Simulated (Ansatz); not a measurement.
Geometry optimisation, Ansatz, UKS B3LYP-D4/6-31G*.

input.yaml

```yaml
crystal:
  periodic: [false, false, false]
  atoms:
    - { symbol: Si, position_ang: [-1.07387, 0.299013, 0.53446] }
    - { symbol: C, position_ang: [0.11238, -0.734134, -0.488104] }
    - { symbol: C, position_ang: [0.882926, 0.08539, -1.539067] }
    - { symbol: H, position_ang: [-2.430136, 0.274915, -0.099185] }
    - { symbol: H, position_ang: [-0.636974, 1.720493, 0.574544] }
    - { symbol: O, position_ang: [-1.202356, -0.33671, 2.081069] }
    - { symbol: H, position_ang: [1.513982, 0.320675, 1.125568] }
    - { symbol: H, position_ang: [1.36766, 0.710463, 1.678824] }
    - { symbol: H, position_ang: [0.796312, -1.275875, 0.174401] }
    - { symbol: H, position_ang: [-0.471233, -1.514223, -0.99903] }
    - { symbol: H, position_ang: [1.501757, 0.861947, -1.075465] }
    - { symbol: H, position_ang: [1.544118, -0.556771, -2.131577] }
    - { symbol: H, position_ang: [0.202748, 0.587561, -2.238658] }
    - { symbol: H, position_ang: [-2.107515, -0.442644, 2.40222] }
magnetization:
  spin_polarized: true
basis:
  gaussian: { orbitals: "6-31G*" }
hamiltonian:
  xc: b3lyp
  dispersion: d4
relax:
  f_tol: 0.03
  max_steps: 50
```

Launched with:

```bash
$ ansatz run input.yaml --threads 2 --pin off --max-ram 3072MiB --backend cpu --events-out ev --progress --plain --runs-dir out
```

Problem. Where does it end, and by what steps?

Solution. It converged. The force dipped under the threshold on the way, but the program's further checks kept it going. After 23 steps the energy has fallen by 0.284 eV; H7 moved furthest, 1.35 Å.

```csv
step,energy less start (eV),largest force component (eV/Å),accepted
0,0.0000,1.775,yes
1,-0.1519,0.264,yes
2,-0.1970,0.169,yes
3,-0.2252,0.117,yes
4,-0.2406,0.583,yes
5,-0.2446,0.939,yes
6,-0.2647,0.100,yes
7,-0.2636,0.231,no
8,-0.2680,0.029,yes
9,-0.2690,0.131,yes
10,-0.2700,0.066,yes
11,-0.2705,0.049,yes
12,-0.2708,0.106,yes
13,-0.2157,1.628,no
14,-0.2709,0.158,yes
15,-0.2741,0.039,yes
16,-0.2785,0.017,yes
17,-0.2737,0.670,no
18,-0.2799,0.075,yes
19,-0.2765,0.610,no
20,-0.2813,0.061,yes
21,-0.2824,0.132,yes
22,-0.2826,0.294,yes
23,-0.2845,0.006,yes
```

```xyz
14
Properties=species:S:1:pos:R:3
Si -1.199 0.214 0.494
C 0.058 -0.783 -0.478
C 0.708 0.023 -1.616
H -2.283 0.702 -0.415
H -0.551 1.428 1.080
O -1.812 -0.782 1.687
H 2.622 0.782 1.740
H 1.903 0.930 1.626
H 0.825 -1.149 0.216
H -0.440 -1.675 -0.879
H 1.234 0.906 -1.233
H 1.438 -0.580 -2.167
H -0.039 0.374 -2.338
H -2.465 -0.389 2.283
```

Whether the end is a true minimum wasn't checked by a vibrational analysis.

Time of the run: 32 s on 2 threads of AMD EPYC 9B45 (Zen 5) (shared host), peak memory 0.26 GiB.
